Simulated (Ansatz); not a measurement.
The molecule Ag₂, multiplicity 3 (not the ground state: that is measured with 2S+1 = 1). No spin–orbit coupling.

Seven points along R, fitted to fifth degree in 1/R; most abundant isotopes. In def2 and cc sets the state is the lowest found near the PBE0 minimum, followed along R.

Correlated levels freeze the inner cores; with def2 sets outer-core shells near the valence are correlated too.

Codes used: Ansatz (a first-principles code) with Gaussian orbitals.  In def2 rows elements past Kr take small-core potentials, without spin–orbit coupling.

Task: What bond length and harmonic frequency does PBE0/def2-TZVPP give?

Result: r_e = 3.191 Å, ω_e = 40 cm⁻¹.

Task: What bond length and harmonic frequency does wB97X-V/def2-TZVPP give?

Result: r_e = 3.329 Å, ω_e = 28 cm⁻¹.

Task: What bond length and harmonic frequency does CCSD(T)/def2-TZVPP give?

Result: r_e = 3.353 Å, ω_e = 29 cm⁻¹.
